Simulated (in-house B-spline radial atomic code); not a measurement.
Eu²⁺. Computed with a B-spline radial atomic code. Model: non-relativistic spherical atom: semilocal Troullier-Martins pseudo-atom, one channel per l, against all electrons, high spin, G0W0 and RPA with empty states to l = 8, local potential for every l without a channel, a model core (radius 0 = none) keeps its share of the functional.

Without relativity these are model numbers for so heavy an element.

What the tables leave out is listed at the end.

The pseudopotential gives back the lowest level of each angular momentum of its own functional in the configuration it was made in; a second state of the same l is only approximately right. Exact exchange, RPA and GW see the smooth pseudo-orbitals and miss the exchange with the core, for which the functional's share stands in. The column with an uncorrelated core keeps all orbitals and exact exchange, and so separates missing core correlation from pseudisation. Only the three outermost levels and the lowest empty one were computed. RPA here is direct RPA, with no exchange kernel, and its energies carry an (l + 1/2)⁻⁴ tail. A hybrid on a potential with a model core restores only its own semilocal share of the core's exchange.

Command:
```bash
python run_psgw.py task.json out
```
Settings (lengths in bohr, energies in hartree):
```
Z                      63
electrons              61
configuration          [Xe] 4f7
generated_in           [Xe] 4f7 6s2
functional             pbe,pbe
core_shells            9
radius_factor          1
core_correction        True
```

Time taken, with all properties: 50 s on 1 thread of Arm Neoverse N1 (shared host).

Given: made with PBE; model core radius 0.923 bohr; local radius 1.439 bohr; mean-field start PBE.

Valence shells of the generating configuration: 5s, 5p, 4f, 6s.

Channel: s 1.324, p 1.436, d 2.089, f 1.982 (radii in bohr).

Computed: largest level miss in the spin-unpolarised generating configuration 0.03 eV; valence RPA correlation energy all-electron orbitals -0.90499 hartree; all-electron RPA polarisability, core included 7.6297 bohr³; pseudo-atom RPA polarisability 7.5558 bohr³.

| level | occupied | mean-field all-electron (eV) | mean-field pseudo minus all (eV) | G0W0 all-electron (eV) | G0W0 uncorrelated core minus all (eV) | G0W0 pseudo minus all (eV) | exchange self-energy all-electron (eV) | exchange self-energy pseudo (eV) |
| --- | --- | --- | --- | --- | --- | --- | --- | --- |
| 4f up | 1 | -20.841 | -0.812 | -28.7 | 0.266 | 5.045 | -62.236 | -34.535 |
| 5p down | 1 | -34.778 | 0.283 | -40.957 | 0.163 | 0.483 | -25.93 | -21.261 |
| 4f down (empty) | 0 | -15.741 | 0.657 | -8.6189 | 0.716 | -0.759 | -25.732 | -3.0257 |

Problem. What is the valence RPA correlation energy pseudo?

Solution. -1.1903 hartree.

Given: mean-field start PBE0.

Computed: valence RPA correlation energy pseudo -1.1459 hartree; all-electron RPA polarisability, core included 6.7884 bohr³; pseudo-atom RPA polarisability 7.1846 bohr³.

| level | occupied | mean-field all-electron (eV) | mean-field pseudo minus all (eV) | G0W0 all-electron (eV) | G0W0 uncorrelated core minus all (eV) | G0W0 pseudo minus all (eV) | exchange self-energy all-electron (eV) | exchange self-energy pseudo (eV) |
| --- | --- | --- | --- | --- | --- | --- | --- | --- |
| 4f up | 1 | -23.773 | 1.701 | -29.115 | 0.239 | 5.606 | -62.799 | -34.068 |
| 5p down | 1 | -36.413 | 0.13 | -40.975 | 0.161 | 0.319 | -25.796 | -21.235 |
| 5d up (empty) | 0 | -13.152 | -0.627 | -10.411 | 0.021 | -0.634 | -7.6987 | -7.9006 |

Problem. What is the valence RPA correlation energy all-electron orbitals?

Solution. -0.84601 hartree.

Among the listed levels the largest G0W0 shift of the pseudo-atom is +5.61 eV, for 4f up on the PBE0 start, while leaving the core uncorrelated moves that level by +0.24 eV. So pseudisation and the lost core exchange, not the missing core correlation, make the error. Not in the tables (levels of low weight, unsolved or above zero; the highest and the empty levels are kept at any weight): on PBE the G0W0 levels 5p up (pseudo minus all +1.94 eV, weights 0.04 and 0.67); on PBE0 the G0W0 levels 5p up (pseudo minus all -0.91 eV, weights 0.75 and 0.73); no Hartree-Fock pseudo-atom is run with a model core.
